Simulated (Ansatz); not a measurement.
Geometry optimisation, RKS PBE-D4/def2-SVP (Ansatz).

Input file:

```yaml
crystal:
  periodic: [false, false, false]
  atoms:
    - { symbol: B, position_ang: [0.037635, 0.306967, -0.040064] }
    - { symbol: H, position_ang: [-0.015141, 0.358186, 1.159827] }
    - { symbol: F, position_ang: [1.18789, 0.401457, -0.681109] }
    - { symbol: Cl, position_ang: [-1.44986, 0.32761, -1.00964] }
    - { symbol: O, position_ang: [-0.026427, -2.174775, 0.729082] }
    - { symbol: H, position_ang: [-0.874279, -2.364827, 0.27975] }
    - { symbol: H, position_ang: [-0.285118, -1.476518, 1.384653] }
basis:
  gaussian: { orbitals: def2-SVP }
hamiltonian:
  xc: pbe
  dispersion: d4
relax:
  f_tol: 0.03
  max_steps: 50
```

Command:

```bash
$ ansatz run input.yaml --threads 1 --pin off --max-ram 2048MiB --backend cpu --events-out ev --progress --plain --runs-dir out
```

**Question.** Where does it end, and by what steps?

**Answer.** It converged. After 10 steps the energy has fallen by 0.404 eV; O5 moved furthest, 0.53 Å. Joined: B1–O5 (2.60 → 1.72 Å).

```csv
step,energy less start (eV),largest force component (eV/Å),accepted
0,0.0000,0.661,yes
1,0.0054,2.012,no
2,-0.0501,0.782,yes
3,-0.0951,0.796,yes
4,-0.1678,1.592,yes
5,-0.3096,1.384,yes
6,-0.3712,0.596,yes
7,-0.3969,0.218,yes
8,-0.4027,0.105,yes
9,-0.4037,0.037,yes
10,-0.4040,0.027,yes
```

```xyz
7
Properties=species:S:1:pos:R:3
B 0.036 -0.009 0.099
H -0.016 0.574 1.172
F 1.168 0.094 -0.631
Cl -1.528 0.064 -0.904
O -0.006 -1.669 0.565
H -0.770 -1.983 0.024
H -0.309 -1.694 1.497
```

Whether the end is a true minimum wasn't checked by a vibrational analysis.

The run took 20 s on 1 thread of Arm Neoverse V2, on a shared host, peak memory 0.14 GiB.
